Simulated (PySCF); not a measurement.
Ge(H)(OH)2(OMe) (CH6GeO3), SMILES C[O][GeH]([OH])[OH]. Geometry optimised at B3LYP-D3(BJ)/def2-SVP. This is a generated structure with no PubChem entry under its InChIKey; it may be hypothetical. One conformer was computed; it need not be the lowest.

Computed equilibrium geometry at B3LYP-D3(BJ)/def2-SVP (PySCF confirms it by a frequency run) as a Z-matrix (one conformer of several):
```
O
C 1 1.4123
H 2 1.1018 1 108.42
H 2 1.1058 3 108.18 1 -121.80
H 2 1.1075 3 107.75 4 -116.41
Ge 1 1.7801 2 121.23 3 -178.79
O 6 1.7700 1 102.56 2 176.64
H 7 0.9679 6 110.49 1 3.29
O 6 1.7728 7 110.19 8 121.56
H 9 0.9672 6 112.35 7 -41.33
H 6 1.5300 7 114.13 8 -119.57
```
